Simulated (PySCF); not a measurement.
Orbital gap (eV) of eight silicon and germanium compounds: PBE beside PBE0, computed with PySCF for isolated molecules in the bases named; differences from unrounded values. The eight are the first of their class met in an unordered collection, after screening for sound electronic states; none was chosen by its value. Each molecule has one DFT geometry for both levels.

| molecule | basis | PBE0 | PBE | difference |
|---|---|---|---|---|
| Si(Cl)(F)2(NHMe) (CH4ClF2NSi), SMILES F[Si](NC)(F)Cl | def2-TZVP | 8.30 | 5.91 | -2.39 |
| Si(CCH)(H)(Me)2 (C₄H₈Si), SMILES C#C[SiH](C)C | def2-TZVP | 8.11 | 5.96 | -2.15 |
| C2H5FOSi2, SMILES O=C1C[SiH2][Si@@H]1F | def2-TZVP | 4.68 | (withheld) | (withheld) |
| C₂H₄N₂OSi, SMILES O[Si@H]1C=NC=N1 | def2-TZVP | 4.91 | 2.45 | -2.46 |
| C₃H₁₄Si₃, SMILES C[C@H](C[SiH3])[SiH2][SiH3] | def2-TZVP | 7.99 | (withheld) | (withheld) |
| Ge(H)(Cl)2(Me) (CH4Cl2Ge), SMILES [CH3][GeH]([Cl])[Cl] | def2-TZVP | 8.35 | (withheld) | (withheld) |
| C3H8N2Si, SMILES C#CC[SiH](N)N | def2-TZVP | 7.77 | 5.66 | -2.11 |
| C₃H₉FOSi, SMILES COC[Si@H](C)F | def2-TZVP | 8.57 | 6.04 | -2.53 |

What belongs in the gaps? (An estimate is asked for; the answer gives what the named calculation found.)


- Ge(H)(Cl)2(Me) (CH4Cl2Ge), SMILES [CH3][GeH]([Cl])[Cl], PBE: 6.00
- Ge(H)(Cl)2(Me) (CH4Cl2Ge), SMILES [CH3][GeH]([Cl])[Cl], difference: -2.35
- C2H5FOSi2, SMILES O=C1C[SiH2][Si@@H]1F, PBE: 2.40
- C2H5FOSi2, SMILES O=C1C[SiH2][Si@@H]1F, difference: -2.28
- C₃H₁₄Si₃, SMILES C[C@H](C[SiH3])[SiH2][SiH3], PBE: 6.03
- C₃H₁₄Si₃, SMILES C[C@H](C[SiH3])[SiH2][SiH3], difference: -1.96

PBE lies below PBE0 in 8 and above it in 0 of the eight; the mean signed difference is -2.28 and the largest -2.53 eV.
